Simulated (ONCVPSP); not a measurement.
# chromium ONCV: all-electron and pseudo phase curves

chromium, optimised norm-conserving Vanderbilt (ONCV), made with ONCVPSP 4.0.1 (PBEsol, scalar-relativistic). Core [Ne], reference 3s2 3p6 3d3 (charge +3). Waves: 3s: rc 1.15 bohr, ncon 5, nbas 9, qcut 12.5 1/bohr, 2 projectors, debl 4.35 Ha; 3p: rc 1.35 bohr, ncon 4, nbas 7, qcut 11.1 1/bohr, 2 projectors, debl 3.4 Ha; 3d: rc 1.40 bohr, ncon 4, nbas 9, qcut 9.8 1/bohr, 2 projectors, debl 1.6 Ha. Local part: polynomial inside 0.75 bohr (lpopt 5, dvloc0 1 Ha). Core correction: Teter function, fcfact 3.25, rcfact 1.55.

The phase is arctan(r·R′/R) of the radial function R(r), unwrapped; energies in Ha, scanned from -6 to 5 Ha. A pole is an energy at which the radial function vanishes at the test radius. The pseudo phase is shifted by a multiple of π to meet the all-electron one at the reference energy, and phase errors are pseudo minus all-electron; the curves can meet again beyond the range given. Levels narrower than the energy grid can be missing from the lists of poles.

```
channel  radius (bohr)  reference energy (Ha)  poles, all-electron  poles, pseudo  unbroken range about the reference energy with phases within 0.05 rad  phase error 1 Ha above the reference energy (rad)
      s           1.17                  -4.13                -2.10          -2.10                                                        the whole range                                             -0.000
      p           1.37                  -3.07                -2.10          -2.10                                                        the whole range                                             -0.000
      d           1.42                  -1.44                -0.51          -0.51                                                        the whole range                                             -0.000
```

Phases in the s channel:

| E (Ha) | all-electron | pseudo |
| --- | --- | --- |
| -5.96 | 0.207 | 0.206 |
| -5.40 | -0.393 | -0.394 |
| -4.84 | -0.889 | -0.889 |
| -4.28 | -1.175 | -1.175 |
| -3.72 | -1.339 | -1.339 |
| -3.16 | -1.444 | -1.444 |
| -2.60 | -1.519 | -1.519 |
| -2.04 | -1.577 | -1.577 |
| -1.48 | -1.625 | -1.625 |
| -0.92 | -1.669 | -1.669 |
| -0.36 | -1.711 | -1.711 |
| 0.20 | -1.754 | -1.754 |
| 0.76 | -1.802 | -1.802 |
| 1.32 | -1.857 | -1.857 |
| 1.88 | -1.924 | -1.924 |
| 2.44 | -2.013 | -2.013 |
| 3.00 | -2.138 | -2.139 |
| 3.56 | -2.329 | -2.331 |
| 4.12 | -2.629 | -2.634 |
| 4.68 | -3.068 | -3.079 |
